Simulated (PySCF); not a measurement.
C₂H₅BrOSi.
Numbering: `[CH2:1]=[CH:2][O:3][SiH2:4][Br:5]` (hydrogens: H6, H7 on C1; H8 on C2; H9, H10 on Si4)

Level of theory: PBE0-D3(BJ)/def2-SVP geometry optimisation, gas phase (PySCF 2.14.0).

Question: Give the optimised bond lengths and angles.

Answer: 
```csv
bond,length (bohr)
C1=C2,2.520
C2–O3,2.559
O3–Si4,3.147
Si4–Br5,4.198
C1–H6,2.066
C1–H7,2.061
C2–H8,2.069
"Si4–H9, Si4–H10",2.803
```

Bonds in one row agree within 0.02 bohr and their mean is given. A selection of angles:
```csv
angle,degrees
C2–C1–H6,122.8
C2–C1–H7,119.2
H6–C1–H7,117.9
C1–C2–O3,126.7
C1–C2–H8,121.9
O3–C2–H8,111.4
C2–O3–Si4,128.9
O3–Si4–Br5,111.7
O3–Si4–H9,110.0
O3–Si4–H10,105.4
Br5–Si4–H9,107.6
H9–Si4–H10,113.9
```

Torsions: C1–C2–O3–Si4 13° (synperiplanar); C2–O3–Si4–Br5 -71° (synclinal). The mirror-image conformer, all signs reversed, is as good.

Of the pairs four or more bonds apart, Si4···H6 is among the closest relative to their van der Waals radii: 2.95 Å, 90 % of the sum of Bondi's values. Si4 (oxygen-bound silicon) is distorted tetrahedral (angles from 105.4° to 113.9°).

Point group: C1 (no symmetry element, even within 0.4 Å). No frequency check. The numbers are those of one conformer.
